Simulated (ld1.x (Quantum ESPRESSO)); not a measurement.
## Varying the TM potential for Rb

Base potential:

rubidium (Rb), norm-conserving Troullier–Martins (Kleinman–Bylander form), made with ld1.x (Quantum ESPRESSO) 7.5 (PBE, scalar-relativistic). Core [Kr], reference 4d0.5 5s0.5 5p0. Waves: 5s (bound): rc 3.40 bohr; 5p (bound, empty): rc 3.85 bohr; 4d (bound): rc 4.20 bohr. Local part: the d channel. Core correction: a·sin(br)/r model core inside 2.75 bohr.

All-electron outer shells of the reference configuration (PBE, scalar-relativistic, ld1.x):

```
shell  level (eV)  outermost node (bohr)  outermost maximum (bohr)
   4s      -32.65                   0.62                      1.25
   4p      -16.72                   0.64                      1.42
   5s       -2.64                   1.78                      4.22
   5p       -1.10                   2.19                      6.21
   4d       -0.39                   0.70                      6.70
```

Cutoffs, loose and tight: the cutoffs (Ry, on a coarse ladder) from which the occupation-weighted sum of valence levels, in a spherical-Bessel basis at the reference potential, stays within 10 and 1 mRy of its value at 400 Ry. They do not see the model core or the augmentation charge, which bear on the density cutoff. Test errors are all-electron minus pseudo excitation energies from the reference, over the configurations 4d0 5s1 5p0; 4d0 5s0.5 5p0; 4d0 5s0 5p1; 4d1 5s0 5p0. A dash means not determined; rows that change the core or the reference have their own tests.

A true bound ghost makes a file unfit for plane-wave use even where its test errors are small: the radial tests pick states by their node count and pass the ghost by.

| change | outcome | cutoff, loose | cutoff, tight | bound ghosts | largest test error (meV) |
| --- | --- | --- | --- | --- | --- |
| base | generated | 6 Ry | 8 Ry | s | -4.4 |
| core correction a·sin(br)/r model core inside 1.34 bohr | generated | 6 Ry | 8 Ry | s | -4.5 |
| core correction a·sin(br)/r model core inside 1.74 bohr | generated | 6 Ry | 8 Ry | s | -4.5 |
| core correction a·sin(br)/r model core inside 2.16 bohr | generated | 6 Ry | 8 Ry | s | -4.5 |
| core correction a·sin(br)/r model core inside 2.44 bohr | generated | 6 Ry | 8 Ry | s | -4.5 |
| core correction a·sin(br)/r model core inside 3.02 bohr | generated | 6 Ry | 8 Ry | s | +4.5 |
| core correction a·sin(br)/r model core inside 3.34 bohr | generated | 6 Ry | 8 Ry | s | +5.9 |

(1) What comes out with this change to the base: core correction none?

(2) What comes out with this change to the base: core correction a·sin(br)/r model core inside 4.18 bohr?

(3) What comes out with this change to the base: core correction a·sin(br)/r model core inside 3.64 bohr?

Results:

(1) outcome: generated; cutoff, loose: 6 Ry; cutoff, tight: 8 Ry; bound ghosts: s; largest test error (meV): +57.

(2) outcome: generated; cutoff, loose: 6 Ry; cutoff, tight: 8 Ry; bound ghosts: s; largest test error (meV): +20.

(3) outcome: generated; cutoff, loose: 6 Ry; cutoff, tight: 8 Ry; bound ghosts: s; largest test error (meV): +11.
